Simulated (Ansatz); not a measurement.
`B[C](C)([AlH2])[SiH3]` from Hartree–Fock to CCSD(T)

Cartesian coordinates in Å:
```
B -0.578 1.451 -0.696
C 0.142 0.410 0.110
C 1.582 0.593 0.579
Al -0.111 -1.073 -1.290
Si -1.001 -0.651 1.112
H 0.005 2.389 -1.171
H -1.753 1.331 -0.931
H 2.131 1.230 -0.118
H 1.619 1.083 1.557
H 2.129 -0.350 0.672
H -1.115 -0.985 -2.506
H 1.014 -2.178 -1.142
H -2.296 -0.081 1.545
H -1.417 -1.744 0.081
H -0.351 -1.424 2.198
```

Total charge 0; spin multiplicity 1. The structure was optimised at the PBE0-D4/def2-TZVP level. Frozen core, restricted reference, Ansatz 0.2.0. CBS rows extrapolate triple and quadruple zeta; past MP2 they add the triple-zeta difference.

| basis | HF (Eh) | MP2 corr. | CCSD corr. | (T) | CCSD(T) total |
| --- | --- | --- | --- | --- | --- |
| def2-TZVPP | -637.11715 | -0.67629 | -0.74392 | -0.02953 | -637.89060 |
| def2-QZVPP | -637.13849 | -0.71953 | – | – | – |
| CBS(def2) | -637.14143 | -0.75156 | -0.81919 | as TZ | -637.99015 |
